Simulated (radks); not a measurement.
The numbers below are computed, except where a source is named.
Question: The mean radii <r> (bohr) of the occupied orbitals of an atom or ion are listed with their occupations. Level of theory: scalar-relativistic Kohn-Sham, LB94 model potential, spin-polarised, spherical densities, finite nucleus; Fermi nuclear charge, rms radius of each element as measured or else 0.836 A^(1/3) + 0.57 fm (a radial shooting solver on a logarithmic mesh with Libxc functionals).

| orbital | occ. | <r> |
|---|---|---|
| 1s | 2 | 0.03106 |
| 2s | 2 | 0.1346 |
| 2p | 6 | 0.1173 |
| 3s | 2 | 0.3684 |
| 3p | 6 | 0.3671 |
| 3d | 10 | 0.3445 |
| 4s | 2 | 0.9105 |
| 4p | 6 | 1.001 |
| 4d | 10 | 1.375 |

Name the element and its charge. Open shells, if any, are filled with parallel spins first.

Answer: Z = 47, silver, charge +1: Ag+ in [Kr] 4d10. The 1s radius gives Z: for a bare nucleus <r> = (2 gamma + 1)/(2Z) with gamma = sqrt(1 - (Z/c)^2), 0.03062 bohr for Z = 47, and screening makes it slightly larger (0.03106 here). The occupations add up to 46, and the charge is Z minus that.
